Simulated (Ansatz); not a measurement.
A nudged elastic band was laid between two geometries of BH₆NSSi (10 atoms, charge 0, multiplicity 1).

Computed with RKS BHLYP-D4/6-31G* (Ansatz 0.2.0).

| Quantity | Value |
| --- | --- |
| movable images | 7 |
| climbing image | yes |
| spring | 20.0 eV/Å² |
| optimiser | quadratic models (default) |
| start path | through a guess of the saddle point |
| force threshold | 0.05 eV/Å |
| iteration limit | 60 |
| end points | relaxed |

First end point:

```xyz
10
Properties=species:S:1:pos:R:3
Si -1.522 0.147 -0.763
N 0.090 -0.408 -0.397
B 0.918 0.061 0.632
S 2.584 -0.641 0.849
H -2.488 -0.968 -0.685
H -1.868 1.184 0.221
H -1.589 0.702 -2.130
H 0.461 -1.134 -0.989
H 0.543 0.913 1.364
H 2.954 0.093 1.900
```

Last end point:

```xyz
10
Properties=species:S:1:pos:R:3
Si -1.444 0.106 -0.760
N 0.165 -0.262 -0.192
B 0.820 0.345 0.889
S 2.498 -0.066 1.448
H -2.298 -1.098 -0.715
H -1.996 1.152 0.112
H -1.408 0.577 -2.160
H 0.664 -0.979 -0.693
H 0.281 1.194 1.515
H 2.801 -1.020 0.559
```

What changes between the two ends?

No bond is made or broken. The dihedral N2–B3–S4–H10 goes from 180 to 0°.

What energy profile does the band end with?

It converged. The highest image is number 5 of 0 to 8, 0.39 eV above the first end and 0.37 eV above the last; the last end lies 0.02 eV above the first. Another band between the same ends (7 images) ends at a top of the same energy, where a vibrational analysis finds 1 clearly imaginary mode.

| image | path coordinate (Å) | energy (eV) | dihedral N2–B3–S4–H10 (°) |
| --- | --- | --- | --- |
| 0 | 0.00 | 0.00 | 180 |
| 1 | 0.42 | 0.00 | -180 |
| 2 | 0.85 | 0.04 | -163 |
| 3 | 1.27 | 0.17 | -139 |
| 4 | 1.69 | 0.32 | -113 |
| 5 | 2.11 | 0.39 | -86 |
| 6 | 2.64 | 0.27 | -51 |
| 7 | 3.16 | 0.06 | -16 |
| 8 | 3.68 | 0.02 | 0 |

What is the geometry of the highest image?


```xyz
10
Properties=species:S:1:pos:R:3:forces:R:3
Si -1.511 0.087 -0.699 0.00 0.00 -0.01
N 0.176 -0.234 -0.351 -0.01 0.02 0.01
B 0.960 0.404 0.603 0.02 -0.02 0.00
S 2.761 -0.082 0.810 -0.01 0.00 0.00
H -2.345 -1.084 -0.364 0.00 0.00 0.00
H -1.919 1.245 0.109 0.00 0.00 0.00
H -1.680 0.374 -2.136 0.00 0.00 0.00
H 0.639 -0.944 -0.897 0.00 0.00 0.00
H 0.496 1.268 1.269 0.00 0.01 -0.01
H 2.507 -1.085 1.658 0.00 0.00 0.00
```

Time of the run: 8.2 min on 1 thread of AMD EPYC 9R14 (Zen 4) (shared host), peak memory 0.18 GiB.
